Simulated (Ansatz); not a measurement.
One change: `CO[Si@@H](N)[Si@H](N)F` becomes `CO[Si@@H](N)[Si@@H](N)OC`.

Ansatz, PBE0-D4/def2-TZVP geometries, multiplicity 1. Each molecule was computed in one conformer, which needn't be the lowest.

```tsv
property	`CO[Si@@H](N)[Si@H](N)F`
HOMO energy (PBE0/def2-TZVPP) / eV	-7.41
HOMO–LUMO gap (PBE0/def2-TZVPP) / eV	7.43
LUMO energy (PBE0/def2-TZVPP) / eV	0.03
size of the dipole moment (ωB97M-V/def2-TZVPP) / D	1.08
HOMO energy (PBE/def2-TZVPP) / eV	-6.07
HOMO energy (B3LYP/def2-TZVPP) / eV	-7.21
```

**Question.** What does the change do to each property? (Estimate.)

**Answer.** The calculation gave: 
```tsv
property	`CO[Si@@H](N)[Si@@H](N)OC`	shift
HOMO energy (PBE0/def2-TZVPP) / eV	-6.82	0.59
HOMO–LUMO gap (PBE0/def2-TZVPP) / eV	6.79	-0.64
LUMO energy (PBE0/def2-TZVPP) / eV	-0.03	-0.06
size of the dipole moment (ωB97M-V/def2-TZVPP) / D	0.00	-1.08
HOMO energy (PBE/def2-TZVPP) / eV	-5.51	0.56
HOMO energy (B3LYP/def2-TZVPP) / eV	-6.64	0.57
```

With PBE0 the HOMO rises by 0.59 eV and the LUMO falls by 0.06 eV, so the gap narrows by about 0.65 eV. PBE moves the HOMO by 0.56 eV and ωB97M-V by 0.58 eV.

B3LYP here is the variant with VWN-RPA as its local correlation; programs differ in this.
